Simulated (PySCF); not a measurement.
## EPR parameters of C5H7O4

Species: C5H7O4 (doublet state).
Geometry (GFN2-xTB, Å), atoms numbered from 1 in this order:
```
atom  x, y, z in Å
C1    -0.7888   -0.9240    0.7446
C2    -0.5139    0.2094   -0.1583
C3     0.8864    0.5787   -0.4955
O4     1.7803    0.4465    0.6144
C5     2.4998   -0.6568    0.6824
O6     2.4769   -1.5771   -0.0806
C7    -1.5525    0.9821   -0.7761
O8    -1.3567    1.9375   -1.5108
O9    -2.8077    0.5678   -0.4821
H10   -0.2221   -1.8031    0.4286
H11   -0.4556   -0.6892    1.7599
H12   -1.8502   -1.1507    0.7668
H13    0.9283    1.6185   -0.8312
H14    1.2565   -0.0729   -1.3050
H15    3.1496   -0.6014    1.5716
H16   -3.4379    1.1434   -0.9401
```

The hyperfine couplings belong to this conformer and change with its torsions.

As a line formula: `C[C](COC=O)C(=O)O` [radical].

Theory: UKS B3LYP, pcH-1 on C H O, non-relativistic, mean-field spin-orbit, GIAO (PySCF 2.14.0). Geometry: GFN2-xTB, one conformer, isolated molecule. Couplings are sensitive to structure, and on GFN2-xTB geometries they can be far from those on DFT ones. No stability test was run, so a lower SCF solution isn't excluded.

| Item | Value |
| --- | --- |
| g1, g2, g3 | 2.00212, 2.00375, 2.00477 |
| g_iso | 2.00355 |
| Form of g | rhombic: the two nearest values differ by 38 % of g3 − g1 |
| ⟨S²⟩ | 0.7566 (exact 0.7500) |
| HOMO–LUMO gap, α and β orbitals | 6.19, 4.45 eV |
| Basis functions | 295 |

Isotropic coupling and dipolar principal values T1 to T3, in mT; ρ(0) is the spin density at the nucleus (MHz turned into mT with g_iso):

```csv
atom,isotope,a_iso,T1,T2,T3,Mulliken spin population,ρ(0) (bohr⁻³)
C1,13C,-0.97,-0.10,0.02,0.08,-0.06,-0.0241
C2,13C,2.49,-2.40,-2.39,4.78,0.83,0.0620
C3,13C,-0.96,-0.09,-0.01,0.10,-0.06,-0.0238
O4,17O,-0.09,-0.21,0.10,0.11,0.01,0.0043
C5,13C,-0.06,-0.02,-0.01,0.03,0.00,-0.0016
O6,17O,-0.06,-0.09,0.04,0.05,0.01,0.0027
C7,13C,-1.38,-0.13,-0.03,0.15,-0.06,-0.0343
O8,17O,-0.48,-2.14,1.07,1.07,0.19,0.0222
O9,17O,0.09,-0.25,0.10,0.15,0.02,-0.0041
H10,1H,3.12,-0.17,-0.10,0.27,0.04,0.0196
H11,1H,4.11,-0.17,-0.12,0.29,0.04,0.0258
H12,1H,0.18,-0.14,-0.12,0.26,0.00,0.0011
H13,1H,1.10,-0.16,-0.12,0.29,0.01,0.0069
H14,1H,3.85,-0.20,-0.07,0.26,0.04,0.0241
H15,1H,0.15,-0.03,-0.03,0.07,0.00,0.0010
H16,1H,-0.12,-0.10,-0.07,0.16,0.00,-0.0008
```

Largest spin populations (Mulliken): C2 (+0.83), O8 (+0.19) and C1 (-0.06). The angles at C2 add up to 360.0°, so it is planar.

Axes: g2 points within 8° of the C2–C3 bond.

Under fast tumbling the dipolar parts average out, and these isotropic splittings remain: 2 × 1H (H13/H14, I = 1/2, 3 lines) with 2.47 mT, 3 × 1H (H10/H11/H12, I = 1/2, 4 lines) with 2.47 mT, 1 × 1H (H15, I = 1/2, 2 lines) with 0.15 mT and 1 × 1H (H16, I = 1/2, 2 lines) with 0.12 mT.

Class means assume fast exchange of nuclei equivalent by connectivity; if that motion is slow, each nucleus keeps its own coupling. The three 1H nuclei of mean +69.3 MHz run from 5.0 to 115.3 MHz in the frozen geometry. The 1H value of +69.3 MHz is a mean of couplings from 30.7 to 107.9 MHz in this one geometry, not an average over conformers.

The 17O coupling of O8 (-13.4 MHz) shows only in satellite lines or after enrichment, since that isotope makes up about 0.038 % of natural oxygen.

The 13C coupling of C2 (69.7 MHz) shows only in satellite lines or after enrichment, since that isotope makes up about 1.07 % of natural carbon.

On one thread, Arm Neoverse V2 (aarch64), on a shared host, this took 76 s of wall time (grids of density and orbitals included) and 1.1 GiB of memory at its peak.
